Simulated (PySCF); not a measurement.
C4H3Cl2F, SMILES FC(/C=C\Cl)=C/Cl. Atoms are numbered in the order given.

```xyz
10

F     -1.5783    -0.4114     0.0000
C     -0.5176     0.3930     0.0000
C      0.7870    -0.2277     0.0000
C      1.1112    -1.5303     0.0000
Cl     0.0339    -2.8635     0.0000
C     -0.7616     1.7171     0.0000
Cl     0.4658     2.9141     0.0000
H      1.6225     0.4761     0.0000
H      2.1604    -1.8332     0.0000
H     -1.7873     2.0885     0.0000
```

The structure is a stationary point at PBE0-D3(BJ)/def2-SVP. The structure was generated by enumeration; whether it is a known compound was not checked. The values are those of a single conformer.

Two levels are set side by side: PBE/pcSseg-1 (PySCF) and B3LYP/pcSseg-1 (PySCF). GIAO shifts against CFCl3 (¹⁹F), HCl (³⁵Cl), TMS (¹H), TMS (¹³C) at the same level; non-relativistic, no solvent, atoms listed together averaged. Without spin–orbit terms, shifts of atoms bonded to Cl or Br come out too high at both levels. Differences are taken from unrounded values.

```
quantity               B3LYP
--------------------  ------
δ(¹⁹F) of F1 (ppm)    -137.2
δ(¹³C) of C2 (ppm)     170.0
δ(¹³C) of C3 (ppm)     124.6
δ(¹³C) of C4 (ppm)     140.0
δ(³⁵Cl) of Cl5 (ppm)   242.1
δ(¹³C) of C6 (ppm)     120.9
δ(³⁵Cl) of Cl7 (ppm)   147.8
δ(¹H) of H8 (ppm)       6.67
δ(¹H) of H9 (ppm)       6.43
δ(¹H) of H10 (ppm)      6.20
```

Question: What does PBE give, and how far is it from B3LYP? (An estimate is asked for; the answer gives what the named calculation found.)

Answer: 
```csv
quantity,PBE,PBE minus B3LYP
δ(¹⁹F) of F1 (ppm),-147.1,-9.8
δ(¹³C) of C2 (ppm),167.4,-2.6
δ(¹³C) of C3 (ppm),122.0,-2.6
δ(¹³C) of C4 (ppm),136.1,-3.9
δ(³⁵Cl) of Cl5 (ppm),266.0,23.9
δ(¹³C) of C6 (ppm),116.8,-4.1
δ(³⁵Cl) of Cl7 (ppm),171.8,24.0
δ(¹H) of H8 (ppm),6.73,0.07
δ(¹H) of H9 (ppm),6.41,-0.02
δ(¹H) of H10 (ppm),6.09,-0.11
```

Rough cost on one machine, each run with all the roots and properties that it gave: B3LYP against PBE within a factor of 2.
